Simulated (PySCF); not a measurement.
A GIAO shielding run with PySCF 2.14 (density fitting, non-relativistic, gas phase) on `C1CC1B(C1CC1)C1CC1`, C$_{9}$H$_{15}$B:

```
$ OMP_NUM_THREADS=1 python probes_run.py task.json out

{"job": {"kind": "nmr", "xc": "CAM-B3LYP", "basis": "pcSseg-1", "pop": false}, "charge": 0, "multiplicity": 1}
C      2.087522    -0.933930    -1.689515
C      2.395181    -1.413633    -0.323017
C      1.608505    -0.122168    -0.496060
B      0.092163    -0.097140    -0.137486
C     -0.790104    -1.355822    -0.393244
C     -2.240145    -1.176471    -0.819248
C     -1.945290    -1.671940     0.544502
C     -0.541283     1.187721     0.475678
C     -0.027245     2.554434     0.049448
C      0.287300     2.058711     1.408631
H      2.898568    -0.508326    -2.286132
H      1.334886    -1.467058    -2.277093
H      1.860114    -2.287063     0.059988
H      3.421910    -1.325178     0.041435
H      2.200555     0.780987    -0.311390
H     -0.314033    -2.245530    -0.820049
H     -2.611569    -0.154764    -0.938269
H     -2.632240    -1.881362    -1.556962
H     -2.130030    -2.726148     0.766512
H     -2.109494    -1.002588     1.393554
H     -1.609664     1.175449     0.718190
H      0.772173     2.587054    -0.696159
H     -0.766552     3.352684    -0.055593
H     -0.230613     2.507832     2.259997
H      1.309942     1.738906     1.627466
```

Hardware: 1 thread of an Arm Neoverse V2, shared host. The job also computes ring-centre shieldings.

Question: How large is the calculation?

Answer: 74 electrons, 245 basis functions and 1257 auxiliary functions.

Question: How long does it take, and how much memory does it need?

Answer: 68 s of wall time, with 12 SCF cycles and 6 response iterations; peak memory 1.4 GiB. Times on a shared host scatter by some tens of per cent.

Question: And these other runs on the same molecule and hardware: GIAO shielding at PBE0/pcSseg-1?

Answer: PBE0/pcSseg-1: 245 functions, 67 s.
